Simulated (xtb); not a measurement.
AgF, charge -1, doublet, at a GFN2-xTB geometry (such geometries of metal compounds can be far from the true shape) (the multiplicity is a formal guess); GFN1-xTB (xtb 6.7.1).

xtb was given this input:
```
$ xtb mol.xyz --gfn 1 --chrg -1 --uhf 1 --grad --json

# file mol.xyz
2

Ag    -0.00000000    -0.00000000    -0.38161718
F      0.00000000     0.00000000     1.99288972
```

Predict the main parts of the log of this xtb run.


```
   ID    Z sym.   atoms
    1   47 Ag     1
    2    9 F      2

           -------------------------------------------------
          |                Calculation Setup                |
           -------------------------------------------------

           -------------------------------------------------
          |                 G F N 1 - x T B                 |
           -------------------------------------------------

          ...................................................
          :                      SETUP                      :
          :.................................................:
          :  # basis functions                  14          :
          :  # atomic orbitals                  13          :
          :  # shells                            5          :
          :  # electrons                        19          :
          :  # halogen bonds                     0          :
          :  max. iterations                   250          :
          :  Hamiltonian                  GFN1-xTB          :
          :  restarted?                      false          :
          :  GBSA solvation                  false          :
          :  PC potential                    false          :
          :  electronic temp.          300.0000000     K    :
          :  accuracy                    1.0000000          :
          :  -> integral cutoff          0.2500000E+02      :
          :  -> integral neglect         0.1000000E-07      :
          :  -> SCF convergence          0.1000000E-05 Eh   :
          :  -> wf. convergence          0.2000000E-04 e    :
          :  Broyden damping             0.4000000          :
          :  net charge                         -1          :
          :  unpaired electrons                  1          :
          ...................................................

 iter      E             dE          RMSdq      gap      omega  full diag
   1     -9.1144455 -0.911445E+01  0.100E+01    2.17       0.0  T
   2     -9.1144889 -0.433161E-04  0.601E+00    2.22       1.0  T
   3     -9.1144931 -0.426969E-05  0.334E-02    2.30       2.1  T
   4     -9.1144954 -0.228438E-05  0.600E-03    2.29      11.8  T
   5     -9.1144954 -0.329738E-07  0.340E-03    2.29      20.8  T
   6     -9.1144954 -0.660071E-09  0.120E-05    2.29    5878.0  T
   7     -9.1144954 -0.261124E-12  0.923E-08    2.29  100000.0  T

   *** convergence criteria satisfied after 7 iterations ***

[...]
         :: total energy              -9.114672851449 Eh    ::
[...]
           -------------------------------------------------

    * Orbital Energies and Occupations

         #    Occupation            Energy/Eh            Energy/eV
      -------------------------------------------------------------
         1        2.0000           -0.3858107             -10.4984
         2        2.0000           -0.1549912              -4.2175
         3        2.0000           -0.1421320              -3.8676
         4        2.0000           -0.1421320              -3.8676
         5        2.0000           -0.1397135              -3.8018
         6        2.0000           -0.1397135              -3.8018
         7        2.0000           -0.1238920              -3.3713
         8        2.0000           -0.1238920              -3.3713
         9        2.0000           -0.1139419              -3.1005
        10        1.0000            0.0155788               0.4239 (HOMO)
        11                          0.0998615               2.7174 (LUMO)
        12                          0.0998615               2.7174
        13                          0.1800432               4.8992
      -------------------------------------------------------------
                  HL-Gap            0.0842827 Eh            2.2934 eV
             Fermi-level            0.0042693 Eh            0.1162 eV

  Mulliken/CM5 charges         n(s)   n(p)   n(d)
     1Ag   -0.21008 -0.18752   0.996  0.221  9.993
     2F    -0.78992 -0.81248   1.938  5.852  0.000

Wiberg/Mayer (AO) data.
largest (>0.10) Wiberg bond orders for each atom

 ---------------------------------------------------------------------------
     #   Z sym  total        # sym  WBO       # sym  WBO       # sym  WBO
 ---------------------------------------------------------------------------
     1  47 Ag   0.391 --     2 F    0.391
     2   9 F    0.391 --     1 Ag   0.391
 ---------------------------------------------------------------------------

Topologies differ in total number of bonds
Writing topology from bond orders to xtbtopo.mol

 dipole moment from electron density (au)
     X       Y       Z
   0.0000  -0.0000  -2.5438  total (Debye):    6.466

           -------------------------------------------------
          | TOTAL ENERGY               -9.114672851449 Eh   |
          | GRADIENT NORM               0.004063456936 Eh/α |
          | HOMO-LUMO GAP               2.293449742113 eV   |
           -------------------------------------------------

normal termination of xtb
```
